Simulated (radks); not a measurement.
Problem. Isoelectronic series with 15 electrons, all held in the configuration [Ne] 3s2 3p3, which need not be the ground one along the series. Calculated with a radial shooting solver on a logarithmic mesh with Libxc functionals: scalar-relativistic Kohn-Sham, r2SCAN, spin-polarised, spherical densities, finite nucleus; open shells are filled with parallel spins first (spin-orbit coupling, left out, can overturn this in heavy ions); meta-GGA in the generalised Kohn-Sham scheme; Fermi nuclear charge, rms radius of each element as measured or else 0.836 A^(1/3) + 0.57 fm. Total energies (hartree) and orbital eigenvalues (hartree) (* marks an orbital that is empty in some or all of the ions):

ion,E (hartree),3p down*,3p up,3s down,3s up
P,-342.10912,-0.11928,-0.24565,-0.44200,-0.57634
Ar3+,-526.31947,-1.70615,-1.92574,-2.30204,-2.53468
Sc6+,-752.48604,-4.38054,-4.68665,-5.25843,-5.57825
Cr9+,-1020.80399,-8.09264,-8.48314,-9.26358,-9.66681
Co12+,-1331.59721,-12.83052,-13.30457,-14.31021,-14.79513
Zn15+,-1685.27086,-18.59214,-19.14941,-20.40172,-20.96754
As18+,-2082.30084,-25.37954,-26.01993,-27.54653,-28.19298
Kr21+,-2523.23371,-33.19705,-33.92060,-35.75636,-36.48349
Rh30+,-4115.99934,-62.89502,-63.86892,-66.93265,-67.90405
Cd33+,-4739.48793,-74.90341,-75.96124,-79.57183,-80.62588
Sb36+,-5410.76882,-87.98251,-89.12456,-93.37361,-94.51110

Estimate the row of Mo27+.

Solution. E (hartree) -3539.35051; 3p down* -51.94713; 3p up -52.83738; 3s down -55.43125; 3s up -56.32070.
